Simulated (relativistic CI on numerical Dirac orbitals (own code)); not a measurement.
Hyperfine structure of Tb⁵⁺, mass number 157

Calculated at this level of theory: Dirac-Coulomb-Breit CI, orbitals from a KLI potential per configuration, model QED (radiative potential, 1s self-energy scaled to tabulated hydrogen-like ionisation energies), valence Slater integrals scaled by 0.85, P86 correlation energy added to each configuration (own radial code, finite nucleus).

Configurations in the expansion (outside the closed core [Kr] 4d10): 4f⁷5s²5p⁵, 4f⁷5s5p⁶, 4f⁵5s²5p⁶6s. The list is cut by size and lacks configurations that can hold low levels.

Nuclear spin I = 3/2, μ = 2.03 μN, Q = 1.4 b (tables of Stone and Pyykkö). The electronic factors are computed for point nuclear moments, without core polarisation or the Bohr-Weisskopf and QED corrections.

```csv
Level,E (cm⁻¹),A (MHz),B (MHz)
4f⁷5s²5p⁵ ⁹P5,0.0,1531,-10600
4f⁷5s²5p⁵ ⁹P4,6273.3,963.7,10400
4f⁷5s²5p⁵ ⁷P2,22023.2,-2191,-2560
4f⁷5s²5p⁵ ⁷D5,35544.8,1701,-8690
4f⁷5s²5p⁵ ⁷D4,38001.3,2096,-9530
4f⁷5s²5p⁵ ⁷I9,39538.5,1388,2280
4f⁷5s²5p⁵ ⁷I8,39971.2,1419,1450
4f⁷5s²5p⁵ ⁷I7,40403.8,1476,1750
```

Levels with J = 0, under 50 % of one LS term, or S terms without an open s electron are left out. Small factors come from cancelling terms and can be off by tens of per cent or more.

At this charge configurations can still be misplaced by up to about 7 % of their energy. Levels and lines within the n = 5 or 6 shells can be off by up to 10 % or somewhat more, and those that change n by about 2 %, since core polarisation is missing.

(1) Give the hyperfine levels of 4f⁷5s²5p⁵ ⁹P5 relative to its centre of gravity.

Answers

(1) With K = F(F + 1) − I(I + 1) − J(J + 1), E = AK/2 + B[¾K(K + 1) − I(I + 1)J(J + 1)]/[2I(2I − 1)J(2J − 1)]: F = 7/2: -18350, F = 9/2: -4602, F = 11/2: 5754, F = 13/2: 8842 MHz.

LS names give the leading component of a level, which can be under half, so a name can repeat, a term be missing and a line seem to break the LS rules.
